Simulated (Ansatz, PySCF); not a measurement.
Gas-phase reaction 0.5 R1 + 0.5 R2 → P1, each structure at its B3LYP-D3(BJ)/def2-TZVP stationary point, reached from a drawn start (curvature not checked).
R1, SiF4 (SMILES F[Si](F)(F)F) (charge 0, multiplicity 1, Z-matrix in Å and degrees):
```
Si
F 1 1.5673
F 1 1.5673 2 109.47
F 1 1.5673 2 109.47 3 -120.00
F 1 1.5673 2 109.47 3 120.00
```
R2, SiCl4 (SMILES Cl[Si](Cl)(Cl)Cl) (charge 0, multiplicity 1, Z-matrix in Å and degrees):
```
Si
Cl 1 2.0325
Cl 1 2.0325 2 109.47
Cl 1 2.0325 2 109.47 3 -120.00
Cl 1 2.0325 2 109.47 3 120.00
```
P1: Cl2F2Si (SMILES F[Si](F)(Cl)Cl), charge 0, multiplicity 1.

P less R. No zero-point or thermal terms.

Correlated levels freeze the cores.

Codes used: Ansatz (an electronic-structure program) with Gaussian orbitals; PySCF for M06-2X. Each number belongs to the level named beside it.

Problem. What reaction energy does MP2/cc-pV(D+d)Z give?

Solution. 1 kJ/mol

Problem. Give the reaction energy at the level wB97X-V/def2-TZVPP.

Solution. 0 kJ/mol

Problem. What is the computed reaction energy (M06-2X/def2-TZVPP)?

Solution. 3 kJ/mol
